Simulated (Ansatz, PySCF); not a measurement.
Zn(Et)(SH) anion (C₂H₆SZn), SMILES [Zn]([CH2]C)[SH] (connectivity only; charge and spin as stated), charge -1, multiplicity 2. Atoms are numbered in the order given.

```xyz
10

Zn     0.0339     0.3725    -0.3692
C     -0.0442    -1.6680    -0.5941
C      0.6931    -2.2735    -1.7899
H     -1.1184    -1.9341    -0.6331
H      0.3414    -2.0985     0.3504
H      1.7689    -2.0304    -1.7612
H      0.3126    -1.8666    -2.7422
H      0.6123    -3.3789    -1.8545
S     -1.1435     1.2261     1.5324
H     -1.5738     0.0161     1.9721
```
Charge -1, spin multiplicity 2.

The structure is a stationary point at TPSSh-D3(BJ)/def2-SVPD. The spin state was assumed, not searched. The isomer is the one that the SMILES or the coordinates give; other isomers of the formula were not compared. The values are those of a single conformer.

Two levels are set side by side: PBE-D3(BJ)/def2-SVPD (Ansatz, an electronic-structure program) and TPSSh-D3(BJ)/def2-SVPD (PySCF). Each level has its own optimised geometry; the coordinates shown are those of the second. Frequencies come from the Hessian of PySCF at each geometry. Differences are taken from unrounded values.

```tsv
quantity	TPSSh-D3(BJ)	PBE-D3(BJ)	PBE-D3(BJ) minus TPSSh-D3(BJ)
mean bond length (Å)	1.430	1.434	0.005
bond Zn1–C2 (Å)	2.054	2.052	-0.002
bond Zn1–S9 (Å)	2.394	2.395	0.001
bond C2–C3 (Å)	1.530	1.529	-0.001
bond C2–H4 (Å)	1.107	1.114	0.006
bond C2–H5 (Å)	1.107	1.114	0.006
bond C3–H6 (Å)	1.103	1.111	0.007
bond C3–H7 (Å)	1.103	1.111	0.007
bond C3–H8 (Å)	1.110	1.117	0.007
bond S9–H10 (Å)	1.357	1.368	0.011
highest harmonic wavenumber (cm⁻¹)	3054	2999	-55
mean harmonic wavenumber (cm⁻¹)	1293	1259	-34
zero-point energy (kcal/mol)	44.38	43.21	-1.17
```

Exact exchange shortens and stiffens bonds; PBE has none. Differences between two approximate levels are no errors against the true value.
